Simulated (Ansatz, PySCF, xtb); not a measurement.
Noncovalent pair: H2O (SMILES O) (first 3 atoms) with H4OSi (SMILES O[SiH3]); geometry from B3LYP-D3(BJ)/def2-TZVP, rigid monomers moved along the line of their centres of mass till O1···H6 is 2.55 Å.
(charge 0, multiplicity 1):
```xyz
9

O      0.2554    -0.5303     0.3290
H     -0.4467    -0.9593    -0.1722
H      0.6992     0.0626    -0.2871
O     -0.7230     0.9021     3.3964
Si    -0.1268     0.3957     4.8393
H     -0.4108     0.4652     2.5857
H     -0.4264    -1.0365     5.1019
H     -0.7741     1.2224     5.8807
H      1.3471     0.5666     4.9318
```

Counterpoise-corrected where a basis set is named; no monomer relaxation. Rows marked so take none.

Rows in 6-311+G**, STO-3G carry no dispersion term and start afresh at each structure.

The values were computed with Ansatz (a program for electronic structure) with Gaussian orbitals; PySCF for 6-311+G** rows, STO-3G rows, the dispersion terms; xtb for the GFN methods. Values without a source in brackets are computed.

One of these levels gives -4.38 kcal/mol for the interaction energy. Which one is it?
A. GFN2-xTB
B. HF/STO-3G (no counterpoise)
C. r2SCAN-D4/def2-TZVPPD
D. B3LYP/6-311+G** (no counterpoise)

D, B3LYP/6-311+G** (no counterpoise). The others give -3.31 (GFN2-xTB), -2.33 (HF/STO-3G (no counterpoise)), -3.99 (r2SCAN-D4/def2-TZVPPD)
